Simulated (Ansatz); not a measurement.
`FB(Cl)[SeH]` + `C=N` → `C=NB(F)Cl` + H₂Se at 400 K and 1 bar (ligand exchange at a B–Se bond).

Program: Ansatz. Geometries: PBE0-D4/def2-TZVP. ΔE: electronic, gas phase. CCSD(T)/CBS is the MP2 limit (def2-TZVPP, def2-QZVPP) plus CCSD(T) − MP2 in def2-TZVPP, frozen cores. This one scheme is used for every species. For Se outer-core shells are correlated without core-valence functions, which leaves a few kJ/mol of doubt a bond. Scalar relativity is left out up to krypton. One conformer a species, not always the lowest.

| species | CCSD(T)/CBS energy (Eh) | H − E (kJ/mol) | S (J/(mol·K)) |
| --- | --- | --- | --- |
| `FB(Cl)[SeH]` | -2985.79275 | 66.4 | 335.1 |
| `C=N` | -94.52360 | 119.4 | 238.9 |
| `C=NB(F)Cl` | -678.42235 | 128.3 | 343.0 |
| H₂Se | -2401.89790 | 49.4 | 229.5 |

H − E and S are ideal-gas, rigid-rotor, harmonic terms from PBE0-D4/def2-TZVP, for one conformer and one mirror image of each species. 1 Eh = 2625.50 kJ/mol, R = 8.31446 J/(mol·K).

By hand: ΔE, ΔH, ΔS and ΔG.

ΔE = (-678.42235) + (-2401.89790) − (-2985.79275) − (-94.52360) = -0.00390 Eh = -10.2 kJ/mol. Δ(H − E) = 128.3 + 49.4 − 66.4 − 119.4 = -8.1, so ΔH = -18.3 kJ/mol. ΔS = 343.0 + 229.5 − 335.1 − 238.9 = -1.5 J/(mol·K). ΔG = -18.3 − 400 × (-1.5)/1000 = -17.7 kJ/mol.

By hand: the equilibrium constant, and the temperature at which ΔG would vanish if ΔH and ΔS stayed fixed.

log₁₀ K = −ΔG/(RT ln 10) = 2.3. ΔG = 0 at ΔH/ΔS = 12200 K, far beyond where these terms or the molecules hold.

The number of gas molecules stays the same, so ΔS is small and ΔH decides. A doubt of 5 kJ/mol in ΔE shifts log₁₀ K by 0.7 here. Other conformers and mirror images would add mixing entropy, several J/(mol·K) or more a flexible species. These are equilibria of isolated gas molecules and say nothing of rates. Largest T1 diagnostic: 0.013 (customary marks: 0.02 for closed shells, 0.045 for open ones).
